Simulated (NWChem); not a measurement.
A series in which one site is exchanged, each optimised at PBE0/def2-SVP with NWChem, gas phase unless a solvent is named. Some are not confirmed as minima by frequencies. def2 effective core potentials on Sn; no spin-orbit coupling.

A: [CH3][GeH]([Cl])[Cl] (CH4Cl2Ge; site = Ge)
B: [SiH](Cl)(C)Cl (CH₄Cl₂Si; site = Si)
C: CC(Cl)Cl (C2H4Cl2; site = C)
D: [SnH]([Cl])([CH3])[Cl] (CH4Cl2Sn; site = Sn)

Problem. Rank them by dipole (D), PBE0/def2-SVP, lowest first.

Solution. C (2.01), B (2.12), A (2.75), D (3.51)
